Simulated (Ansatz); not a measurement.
`[BH2][GaH][F]` + `B[SiH2]O` → `BO[SiH2]B` + `[F][GaH2]`  (cleavage of the B–Ga bond)

Gas-phase electronic energies from Ansatz, PBE0-D4/def2-TZVP geometries. CBS: MP2 limit from def2 TZ/QZ plus the TZ coupled-cluster correction, frozen cores. Functionals use def2-TZVPP. For Ga outer-core shells are correlated without core-valence functions, which leaves a few kJ/mol of doubt a bond. Scalar relativity is left out up to krypton. One conformer a species, not always the lowest.

`[BH2][GaH][F]`:

```xyz
6

B    -0.184    0.557   -0.973
Ga    0.010   -0.538    0.784
F     1.512   -0.187    1.655
H     0.229    0.144   -2.016
H    -0.714    1.629   -0.985
H    -0.853   -1.606    1.535
```

`B[SiH2]O`:

Cartesian coordinates in Å:
```
B -1.362 -0.048 -0.215
Si 0.567 0.414 0.073
O 1.516 -0.775 0.725
H -1.798 -1.163 -0.169
H -2.133 0.823 -0.497
H 0.719 1.574 0.989
H 1.073 0.833 -1.275
H 1.419 -1.659 0.369
```

`BO[SiH2]B`:

```xyz
10

B     1.156    0.276   -1.814
O     0.061   -0.083   -1.121
Si   -0.560    0.431    0.336
B    -0.732   -1.043    1.678
H     1.892    1.126   -1.382
H     1.369   -0.274   -2.859
H     0.310    1.514    0.884
H    -1.904    1.008    0.053
H    -1.208   -0.788    2.746
H    -0.383   -2.167    1.478
```

`[F][GaH2]`:

Cartesian coordinates in Å:
```
F 0.282 -1.413 0.768
Ga -0.022 0.109 -0.059
H -1.057 0.000 -1.215
H 0.796 1.305 0.507
```

CCSD(T)/CBS gives -36.4 kcal/mol.

Another level gave -36.9 kcal/mol. Which?
A. revPBE/def2-TZVPP
B. RPA@PBE/def2-TZVPP
C. ωB97M-V/def2-TZVPP
D. CAM-B3LYP-D4/def2-TZVPP

B. RPA@PBE/def2-TZVPP -36.9, ωB97M-V -38.0, CAM-B3LYP-D4 -39.3, revPBE -34.4 kcal/mol.

Largest T1 diagnostic among the species: 0.014.

Leaving LDA and LC-ωPBE aside and taking each functional with its dispersion term where it has one, the values, not all of them listed here, spread over 3.8 kcal/mol, from CAM-B3LYP-D4 to revPBE-D4. LDA lies −2.9 kcal/mol from PBE without D4. In def2-TZVPP, CCSD(T) changes the Hartree–Fock value by +2.3 kcal/mol (the triples alone add −0.1 kcal/mol) and MP2 by +1.3 kcal/mol.
